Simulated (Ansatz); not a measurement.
Frontier orbitals of C$_{7}$H$_{8}$ClGa, SMILES `[CH3][Ga]([Cl])[c]1ccccc1`.

Charge 0, multiplicity 1. Correlated methods include outer-core shells of Ga, which these sets cover unevenly. Scalar relativity is left out up to krypton. The structure was optimised at the PBE0-D4/def2-TZVP level. It is one conformer, not always the lowest. Basis def2-TZVPP, Ansatz.

```json
{"functional": "PBE", "HOMO (eV)": "-6.54", "LUMO (eV)": "-2.24", "gap (eV)": "4.30"}
{"functional": "PBE0", "HOMO (eV)": "-7.51", "LUMO (eV)": "-1.45", "gap (eV)": "6.06"}
{"functional": "r2SCAN0", "HOMO (eV)": "-7.64", "LUMO (eV)": "-1.37", "gap (eV)": "6.27"}
{"functional": "HSE06 (plane-wave form)", "HOMO (eV)": "-7.12", "LUMO (eV)": "-1.82", "gap (eV)": "5.30"}
{"functional": "ωB97M-V", "HOMO (eV)": "-9.60", "LUMO (eV)": "0.33", "gap (eV)": "9.93"}
```

From PBE to PBE0 the HOMO moves by −0.97 eV and the LUMO by +0.79 eV, and with ωB97M-V by −3.05 and +2.57 eV, so the gap grows from 4.31 to 9.93 eV with exact exchange. A positive LUMO is unbound and depends on the basis.
